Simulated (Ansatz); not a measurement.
Ansatz (a first-principles code) input file for W(O)2(OH)(NH2) (H3NO3W), SMILES [NH2][W](=[O])(=[O])[OH], multiplicity 1, PBE-D3(BJ)/def2-SVP. 

Ansatz 0.2 input:
```yaml
crystal:
  periodic: [false, false, false]
  atoms:
    - {symbol: W, position_ang: [0.03783433, 0.01466669, -0.00000000]}
    - {symbol: O, position_ang: [1.02491313, 0.11976209, 1.40395649]}
    - {symbol: O, position_ang: [1.02491300, 0.11976211, -1.40395658]}
    - {symbol: O, position_ang: [-1.25708767, 1.40425170, 0.00000006]}
    - {symbol: H, position_ang: [-1.15933515, 2.36432997, 0.00000006]}
    - {symbol: N, position_ang: [-0.85217024, -1.72076877, 0.00000003]}
    - {symbol: H, position_ang: [-1.00856059, -2.27724559, 0.83848093]}
    - {symbol: H, position_ang: [-1.00856067, -2.27724558, -0.83848086]}
basis:
  gaussian:
    orbitals: def2-SVP
hamiltonian:
  xc: pbe
  dispersion: d3bj
relax: {f_tol: 0.002, max_steps: 200}
```

Output:

```
WARN ansatz: RAYON_NUM_THREADS=1 ignored (pool sized by the plan → 1); use --threads N
Functional definition: PBE
integrals: 0.04 GiB planned
1082 factors; their error is unknown
mean field: 0.27 GiB planned
mean field evaluation 1: about -9472.0359 eV, gradient 1.2e2 eV
mean field evaluation 2: about -9182.0244 eV, gradient 3.3e2 eV
mean field evaluation 4: about -9496.1899 eV, gradient 3.2e1 eV
mean field evaluation 8: about -9498.2365 eV, gradient 1.2e0 eV
mean field evaluation 16: about -9498.1908 eV, gradient 1.2e-2 eV
mean field -9498.19084217 eV, -349.0520753448 hartree, gradient 6.6e-5 eV, S^2 0.000000; 0 other end points of the search recorded, 0 dependent functions left out
the calculation of the forces begins
reference -9498.19090836 eV, -349.0520777771 hartree; 24, 24 occupied and 79, 79 virtual orbitals, 1082 factors
relax step   1: F+E_penalty+E_count = -9498.35212929 eV  Δ(F+E_penalty+E_count) = +0.000e0 eV  max|allowed force component| = 6.181e-1 eV/Å  Δτ_max = 0.0000 Å  (34 SCF iters, accepted)
these checks for a lower state are left out or cut short: starts, cluster_reference, orbital_swaps, neighbouring_geometries, increment
integrals: 0.04 GiB planned
1082 factors; their error is unknown
mean field: 0.27 GiB planned
mean field -9498.20210372 eV, -349.0524891992 hartree, gradient 2.0e-5 eV, S^2 0.000000; 0 other end points of the search recorded, 0 dependent functions left out
the calculation of the forces begins
reference -9498.20216997 eV, -349.0524916339 hartree; 24, 24 occupied and 79, 79 virtual orbitals, 1082 factors
relax step   2: F+E_penalty+E_count = -9498.36289075 eV  Δ(F+E_penalty+E_count) = -1.076e-2 eV  max|allowed force component| = 1.161e-1 eV/Å  Δτ_max = 0.0139 Å  (33 SCF iters, accepted)
these checks for a lower state are left out or cut short: starts, cluster_reference, orbital_swaps, neighbouring_geometries, increment
integrals: 0.04 GiB planned
1082 factors; their error is unknown
mean field: 0.27 GiB planned
mean field evaluation 32: about -9498.2510 eV, gradient 1.4e0 eV
mean field -9498.20280167 eV, -349.0525148482 hartree, gradient 1.5e-5 eV, S^2 0.000000; 0 other end points of the search recorded, 0 dependent functions left out
the calculation of the forces begins
reference -9498.20286795 eV, -349.0525172840 hartree; 24, 24 occupied and 79, 79 virtual orbitals, 1082 factors
relax step   3: F+E_penalty+E_count = -9498.36364145 eV  Δ(F+E_penalty+E_count) = -7.507e-4 eV  max|allowed force component| = 5.909e-2 eV/Å  Δτ_max = 0.0064 Å  (33 SCF iters, accepted)
these checks for a lower state are left out or cut short: starts, cluster_reference, orbital_swaps, neighbouring_geometries, increment
integrals: 0.04 GiB planned
1082 factors; their error is unknown
mean field: 0.27 GiB planned
mean field -9498.20333291 eV, -349.0525343709 hartree, gradient 1.5e-5 eV, S^2 0.000000; 0 other end points of the search recorded, 0 dependent functions left out
the calculation of the forces begins
reference -9498.20339923 eV, -349.0525368082 hartree; 24, 24 occupied and 79, 79 virtual orbitals, 1082 factors
relax step   4: F+E_penalty+E_count = -9498.36424341 eV  Δ(F+E_penalty+E_count) = -6.020e-4 eV  max|allowed force component| = 5.783e-2 eV/Å  Δτ_max = 0.0139 Å  (33 SCF iters, accepted)
these checks for a lower state are left out or cut short: starts, cluster_reference, orbital_swaps, neighbouring_geometries, increment
integrals: 0.04 GiB planned
1082 factors; their error is unknown
mean field: 0.27 GiB planned
mean field -9498.20358551 eV, -349.0525436540 hartree, gradient 1.6e-5 eV, S^2 0.000000; 0 other end points of the search recorded, 0 dependent functions left out
the calculation of the forces begins
reference -9498.20365187 eV, -349.0525460927 hartree; 24, 24 occupied and 79, 79 virtual orbitals, 1082 factors
relax step   5: F+E_penalty+E_count = -9498.36456420 eV  Δ(F+E_penalty+E_count) = -3.208e-4 eV  max|allowed force component| = 5.790e-2 eV/Å  Δτ_max = 0.0149 Å  (33 SCF iters, accepted)
these checks for a lower state are left out or cut short: starts, cluster_reference, orbital_swaps, neighbouring_geometries, increment
integrals: 0.04 GiB planned
1082 factors; their error is unknown
mean field: 0.27 GiB planned
mean field -9498.20366243 eV, -349.0525464808 hartree, gradient 1.5e-5 eV, S^2 0.000000; 0 other end points of the search recorded, 0 dependent functions left out
the calculation of the forces begins
reference -9498.20372879 eV, -349.0525489193 hartree; 24, 24 occupied and 79, 79 virtual orbitals, 1082 factors
relax step   6: F+E_penalty+E_count = -9498.36464259 eV  Δ(F+E_penalty+E_count) = -7.839e-5 eV  max|allowed force component| = 6.440e-3 eV/Å  Δτ_max = 0.0028 Å  (33 SCF iters, accepted)
these checks for a lower state are left out or cut short: starts, cluster_reference, orbital_swaps, neighbouring_geometries, increment
integrals: 0.04 GiB planned
1082 factors; their error is unknown
mean field: 0.27 GiB planned
mean field evaluation 64: about -9498.2528 eV, gradient 3.5e-1 eV
mean field -9498.20366212 eV, -349.0525464692 hartree, gradient 1.5e-5 eV, S^2 0.000000; 0 other end points of the search recorded, 0 dependent functions left out
the calculation of the forces begins
reference -9498.20372847 eV, -349.0525489077 hartree; 24, 24 occupied and 79, 79 virtual orbitals, 1082 factors
relax step   7: F+E_penalty+E_count = -9498.36464446 eV  Δ(F+E_penalty+E_count) = -1.871e-6 eV  max|allowed force component| = 1.691e-3 eV/Å  Δτ_max = 0.0007 Å  (36 SCF iters, accepted)
integrals: 0.04 GiB planned
1082 factors; their error is unknown
mean field: 0.27 GiB planned
mean field evaluation 96: about -9498.2037 eV, gradient 1.6e-5 eV
mean field -9498.20366212 eV, -349.0525464692 hartree, gradient 1.6e-5 eV, S^2 0.000000; 1 other end points of the search recorded, 0 dependent functions left out
the calculation of the forces begins
reference -9498.20372847 eV, -349.0525489077 hartree; 24, 24 occupied and 79, 79 virtual orbitals, 1082 factors
Total energy: -9498.36471081 eV, -349.0584648996 hartree
Atom 0 at     0.023102     0.016323    -0.000000 Å, force     0.001691    -0.000616    -0.000000 eV/Å
Atom 1 at     1.021016     0.132035     1.408625 Å, force    -0.000462    -0.000020     0.000002 eV/Å
Atom 2 at     1.021016     0.132035    -1.408625 Å, force    -0.000462    -0.000020    -0.000002 eV/Å
Atom 3 at    -1.280933     1.408749     0.000000 Å, force    -0.000727     0.000359     0.000000 eV/Å
Atom 4 at    -1.117539     2.368452     0.000000 Å, force     0.000005     0.000731     0.000000 eV/Å
Atom 5 at    -0.860309    -1.726160     0.000000 Å, force     0.000010    -0.000679    -0.000000 eV/Å
Atom 6 at    -1.002203    -2.291961     0.843168 Å, force    -0.000028     0.000123    -0.000118 eV/Å
Atom 7 at    -1.002204    -2.291961    -0.843167 Å, force    -0.000028     0.000123     0.000118 eV/Å
Dipole moment:    -0.619848    -0.201920    -0.000000 e Å
```

The run converged.
